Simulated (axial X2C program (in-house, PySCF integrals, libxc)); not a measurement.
# ZrCl⁻: properties at the nuclei

Computed with an axial X2C code built on PySCF integrals: two-component X2C with atomic mean-field Coulomb and Gaunt terms, Gaussian nuclei, basis Zr dyall-acv3z, Cl dyall-av3z with contracted cores.

R = 2.516 Å (near the PBE0 minimum at charge -1 of the determinant lowest at the starting distance; the state shown can have its own minimum elsewhere).

Determinant lowest in the PBE0 search, Ω = 1 (⟨Sz⟩ = 1.00, ⟨Lz⟩ = 0.00 at PBE0), spin on the atoms Zr 1.01, Cl -0.01:

```csv
level,Eeff magnitude (GV/cm),Ws magnitude Zr (kHz),A∥/gI Zr (MHz),qzz Zr (a.u.),A∥/gI Cl (MHz),qzz Cl (a.u.)
PBE0,1.44,0.683,162,0.58,-13.3,0.42
HF,2.83,1.41,334,0.05,-11.5,0.27
r2SCAN,1.6,0.754,333,0.46,-15.4,0.39
PBE,1.41,0.664,99.5,0.83,-14.8,0.44
LDA,1.09,0.51,29.8,1.14,-15.9,0.47
```

Eeff is the effective electric field on the electron electric dipole moment in this Ω state and Ws the scalar–pseudoscalar constant of the nucleus named (defined with the proton number Z and per Ω); A∥ (defined per Ω) follows by multiplying with gI = μI/(I μN); qzz is the electric field gradient, eQq0 = 234.96 MHz × Q/barn × qzz. The operators were transformed with the bare-nucleus X2C matrices; with these basis sets, hyperfine constants and field gradients can be off by tens of per cent, and where levels differ in sign neither size nor sign is settled.

(1) With gI(35Cl) = 0.5479, Q(35Cl) = -0.08112 barn (g factors from the IAEA table of nuclear moments by Stone; Q from Pyykkö, Mol. Phys. 2018), turn the PBE0 values of the first state into constants in MHz.

Each state is one determinant with collinear spin, which with several unpaired electrons need not be a pure state. Unrestricted Hartree–Fock can overshoot spin polarisation at the nuclei. For an anion, determinants above electron detachment, or with a positive highest level, are held by the basis set. With several open shells hyperfine constants can be off by a factor of several. Where Eeff spreads by more than a factor of two the levels disagree and none is to be relied on. Open-shell Ω = 0 determinants with evenly filled partner blocks cannot be reached by this program, so the Ω shown need not be the lowest component. States lie within half an eV, so the first need not be the ground state. Further determinants of the search, some of them spin-mixed, are not shown. Where a field gradient or hyperfine factor spreads by more than a factor of two over the levels, a constant derived from it is not to be relied on.

Answers

(1) A∥(35Cl) = -13.3 × 0.5479 = -7.29 MHz; eQq0(35Cl) = 234.96 × (-0.08112) × (0.42) = -8.01 MHz.
